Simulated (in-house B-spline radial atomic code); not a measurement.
# Ionising the scandium ion Sc⁵⁺ with different functionals

Computed with a radial B-spline atomic code at the basis-set limit: scalar-relativistic (spin-free X2C) Hamiltonian, Fermi nucleus of rms radius 3.5459 fm, spin-polarised at highest spin, spherical fractional occupations for the functionals, the average over the highest-spin determinants for Hartree-Fock. The ionisation energy is the difference of two self-consistent energies, [Ne] 3s2 3p4 → [Ne] 3s2 3p3, without Breit or QED terms; ε is the level of the shell that loses the electron (its least bound occupied spin orbital).

Hybrids are left out here: with spherical fractional occupations of an open shell their exact exchange keeps a self-interaction that integer-occupation calculations don't have.

| method | rung | ΔSCF (eV) | -ε(3p) (eV) |
| --- | --- | --- | --- |
| Hartree-Fock | Hartree-Fock | 109.09 | 109.88 |
| LDA VWN5 | LDA | 111.03 | 101.45 |
| LDA PW92 | LDA | 111.03 | 101.44 |
| LDA exchange-only | LDA | 108.62 | 99.24 |
| PBE | GGA | 110.64 | 101.19 |
| PBEsol | GGA | 110.58 | 101.12 |
| BLYP | GGA | 110.68 | 101.09 |
| RPBE | GGA | 110.52 | 101.12 |
| PW91 | GGA | 110.81 | 101.33 |
| BP86 | GGA | 110.88 | 101.37 |
| AM05 | GGA | 110.62 | 101.15 |
| OLYP | GGA | 110.50 | 101.17 |
| TPSS | meta-GGA | 110.53 | 101.20 |
| SCAN | meta-GGA | 110.18 | 101.11 |
| r2SCAN | meta-GGA | 110.14 | 101.06 |
| revTPSS | meta-GGA | 110.40 | 101.10 |

Task: How do they compare with the NIST value?

Result: NIST lists 110.68 eV ± 0.05 (semi-empirical, ground level to ground level). Errors run from -2.06 to +0.35 eV; BLYP is closest (-0.00 eV), though others lie within the uncertainty of it, and part of that can be cancellation, since the calculations leave out spin-orbit coupling, Breit-QED terms, multiplet and fine-structure energies. Hartree-Fock also lacks correlation.
